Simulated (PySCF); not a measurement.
Te(I)(SH) (HISTe), SMILES S[Te]I.

The structure is a stationary point at B3LYP-D3(BJ)/def2-SVP. The def2 effective core potentials stand for the cores of I, Te; spin–orbit coupling is left out. One conformer was computed; it need not be the lowest.

All values below come from B3LYP-D3(BJ)/def2-SVP in PySCF.

Frequencies are harmonic and unscaled.

```tsv
mode	ν (cm⁻¹)	IR (km/mol)	moving atoms (share of kinetic energy)
1	91	0.2	S 63 %, I 19 %, Te 15 %
2	189	9.7	Te 52 %, I 48 %
3	329	19.1	H 96 %
4	348	15.3	S 79 %, Te 20 %
5	767	1.1	H 97 %
6	2643	0.5	H 97 %
```
